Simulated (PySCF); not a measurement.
**Assignment exercise: C7H4ClFO**

Cartesian coordinates in Å; atom numbers follow the order of the lines, from 1:
```xyz
14

O     2.973   -1.011    0.110
C     2.300   -0.140   -0.348
Cl    3.064    1.101   -1.332
C     0.846   -0.014   -0.155
C     0.254   -1.012    0.633
C    -1.098   -1.017    0.898
C    -1.908   -0.018    0.377
C    -1.354    0.979   -0.404
C     0.006    0.979   -0.666
F     0.469    1.976   -1.430
H     0.899   -1.781    1.030
H    -1.524   -1.798    1.508
H    -2.968   -0.013    0.578
H    -1.958    1.769   -0.822
```

No relativistic terms, no solvent model, one computed conformer. PBE0/pcSseg-1 with gauge-including orbitals; structure optimised with GFN2-xTB; PySCF.

Shifts are taken against calculated references (same method and geometry level): TMS for $^{13}$C (σref 186.93), $^{1}$H (σref 31.72).

Task: Assign these signals to the numbered atoms. $^{13}$C{$^{1}$H} NMR (computed): δ 173.9 (C), 173.4 (C), 143.8 (CH), 140.8 (CH), 129.4 (CH), 124.5 (CH), 124.2 (C).

Result: 
| δ (ppm) | atoms | environment | reason |
| --- | --- | --- | --- |
| 173.9 | C2 | carbonyl carbon | – |
| 173.4 | C9 | aromatic carbon bearing fluorine | an ipso carbon deshielded by its heteroatom |
| 143.8 | C7 | aromatic CH | – |
| 140.8 | C5 | aromatic CH | – |
| 129.4 | C6 | aromatic CH | the aromatic region |
| 124.5 | C8 | aromatic CH | – |
| 124.2 | C4 | substituted aromatic carbon | – |

C2 and C9; C8 and C4 lie closer than the usual error of such a calculation, so a measured spectrum could show them in the other order.

Task: Assign these signals to the numbered atoms. $^{1}$H NMR (500 MHz, computed): δ 8.53 (m, 1H), 7.92 (m, 1H), 7.54 (m, 1H), 7.50 (m, 1H).

Result: 
```tsv
δ (ppm)	atoms	environment	reason
8.53	H11	hydrogen on an aromatic CH	ring current plus the deshielding of an ortho carbonyl group
7.92	H13	hydrogen on an aromatic CH	–
7.54	H12	hydrogen on an aromatic CH	–
7.50	H14	hydrogen on an aromatic CH	–
```

H12 and H14 lie closer than the usual error of such a calculation, so a measured spectrum could show them in the other order.

Carbons that carry Cl, above all several Cl atoms, come out too deshielded, partly because spin–orbit coupling is missing. Splittings by $^{19}$F in the carbon and heteronuclear signals aren't shown, as no couplings were computed. Shifts are as computed. Against solution values, carbons near 30 ppm lie about +3 ppm off and those near 130 ppm about +5 ppm; carbons on Cl a further +6 ppm. Of 1211 compounds with measured shifts, 218 miss one by over three times the rms of a fit or turn the order of signals round; such compounds aren't used in these exercises. Multiplicities follow the n + 1 count of equivalent neighbours, as no J values were calculated; m marks all less simple cases, F and P coupling included.
